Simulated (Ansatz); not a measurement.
Start from `C=[C](O)[GaH2]` and change one element to get `C=[C](O)[AlH2]`.

Ansatz, PBE0-D4/def2-TZVP geometries, multiplicity 1. Each molecule was computed in one conformer, which needn't be the lowest.

Scalar relativity is left out up to krypton.

```json
{"property": "HOMO–LUMO gap (PBE/def2-TZVPP) / eV", "`C=[C](O)[GaH2]`": "3.09"}
{"property": "zero-point energy (PBE0-D4/def2-TZVP) / kJ/mol", "`C=[C](O)[GaH2]`": "157.0"}
{"property": "size of the dipole moment (PBE/def2-TZVPP) / D", "`C=[C](O)[GaH2]`": "0.94"}
{"property": "HOMO–LUMO gap (ωB97M-V/def2-TZVPP) / eV", "`C=[C](O)[GaH2]`": "8.94"}
{"property": "HOMO energy (ωB97M-V/def2-TZVPP) / eV", "`C=[C](O)[GaH2]`": "-9.08"}
{"property": "HOMO energy (PBE/def2-TZVPP) / eV", "`C=[C](O)[GaH2]`": "-5.74"}
```

Q: Give the same properties after the change, and the shifts. (Estimate.)

A: Computed: 
```json
{"property": "HOMO–LUMO gap (PBE/def2-TZVPP) / eV", "`C=[C](O)[AlH2]`": "3.23", "shift": "0.14"}
{"property": "zero-point energy (PBE0-D4/def2-TZVP) / kJ/mol", "`C=[C](O)[AlH2]`": "157.1", "shift": "0.1"}
{"property": "size of the dipole moment (PBE/def2-TZVPP) / D", "`C=[C](O)[AlH2]`": "0.92", "shift": "-0.02"}
{"property": "HOMO–LUMO gap (ωB97M-V/def2-TZVPP) / eV", "`C=[C](O)[AlH2]`": "9.00", "shift": "0.06"}
{"property": "HOMO energy (ωB97M-V/def2-TZVPP) / eV", "`C=[C](O)[AlH2]`": "-9.11", "shift": "-0.03"}
{"property": "HOMO energy (PBE/def2-TZVPP) / eV", "`C=[C](O)[AlH2]`": "-5.75", "shift": "-0.01"}
```

Dipoles are sizes alone; their direction can turn.
